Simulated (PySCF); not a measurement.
**Orbital picture of KS**

PBE at R = 2.864 Å; PySCF, no relativity, basis sets K def2-SVPD, S def2-SVPD. State: ²Π (doublet), unpaired electrons π ↑. Only the outer orbitals are listed, counted within each symmetry.

```tsv
spin	orbital	occ.	ε (eV)	on K (%)	main shells (%)
α	7σ	1	-35.51	100	100 K s
α	3π	1	-19.37	100	100 K p
α	3π	1	-19.34	100	100 K p
α	8σ	1	-19.23	99	99 K p
α	9σ	1	-14.08	0	100 S s
α	4π	1	-5.09	1	99 S p
α	10σ	1	-4.27	1	98 S p
α	4π	1	-3.93	2	98 S p
α	11σ	0	-1.95	94	75 K s, 19 K p
α	5π	0	-0.44	105	103 K p
α	5π	0	-0.38	106	103 K p
β	7σ	1	-35.51	100	100 K s
β	3π	1	-19.37	100	100 K p
β	3π	1	-19.35	100	100 K p
β	8σ	1	-19.22	100	100 K p
β	9σ	1	-13.11	0	100 S s
β	10σ	1	-3.92	3	96 S p
β	4π	1	-3.58	3	97 S p
β	4π	0	-3.32	3	96 S p
β	11σ	0	-1.99	93	72 K s, 21 K p
β	5π	0	-0.43	106	103 K p
```

**Question.** Which are the highest filled and the lowest empty level, where do they sit, and how wide is the gap?

**Answer.** Highest filled β 4π at -3.58 eV (in %: 97 S p); lowest empty β 4π at -3.32 eV (in %: 96 S p); the gap at PBE is 0.26 eV. Both belong to one degenerate shell, split only by its one-sided filling, so this is no excitation gap.

```
bond order (Mayer)                             : 0.14
⟨S²⟩                                           : 0.754
charge on K (Mulliken, basis-dependent)        : 0.91
charge on K (Löwdin, basis-dependent)          : 0.69
dipole moment (positive dipole means K(−)S(+)) : -10.10 D
polarisability along the bond                  : 102.1 bohr³
polarisability across the bond                 : 50.8 bohr³
```

Shares are Mulliken populations and can fall outside 0 to 100 %.

The state is the lowest determinant that a PBE0 search found; another state may lie lower at other levels.
